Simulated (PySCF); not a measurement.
Polarisability and C₆ of Co (cobalt, neutral)

[Ar] 3d9, 2D determinant (an excited configuration). Computed with PySCF 2.14 in aug-cc-pwCVTZ-DK with one added diffuse shell each of s, p, d, f, g type (11s10p8d5f4g, 152 functions), with the spin-free X2C one-electron Hamiltonian (Gaussian nucleus). Coupled (time-dependent) response in atomic units; α is the mean over directions.

| method | mean α (bohr³) | α xx, yy, zz | C₆ (like pair) | S(−4) |
| --- | --- | --- | --- | --- |
| PBE | 96.31 | 70.10, 70.10, 148.7 | 358.5 | 256200 |

S(−4) is the Cauchy moment in α(ω) = α(0) + S(−4) ω² + …

α(iu) at PBE:

```json
{"u (hartree)": "0", "α(iu) (bohr³)": "96.31"}
{"u (hartree)": "0.0500", "α(iu) (bohr³)": "41.75"}
{"u (hartree)": "0.100", "α(iu) (bohr³)": "25.59"}
{"u (hartree)": "0.200", "α(iu) (bohr³)": "15.95"}
{"u (hartree)": "0.300", "α(iu) (bohr³)": "12.03"}
{"u (hartree)": "0.500", "α(iu) (bohr³)": "7.763"}
{"u (hartree)": "0.750", "α(iu) (bohr³)": "5.059"}
{"u (hartree)": "1.00", "α(iu) (bohr³)": "3.627"}
{"u (hartree)": "1.50", "α(iu) (bohr³)": "2.212"}
{"u (hartree)": "2.00", "α(iu) (bohr³)": "1.533"}
{"u (hartree)": "3.00", "α(iu) (bohr³)": "0.8918"}
{"u (hartree)": "5.00", "α(iu) (bohr³)": "0.4263"}
```

A single London oscillator, α(iu) = α/(1 + u²/ω²), gives C₆ = (3/4) ω α². Matching the computed C₆ needs ω = 4 × 358.5 / (3 × 96.31²) = 0.0515 hartree.

The components differ because the open shell of this determinant is not spherical; for a pure term their mean is the scalar polarisability.
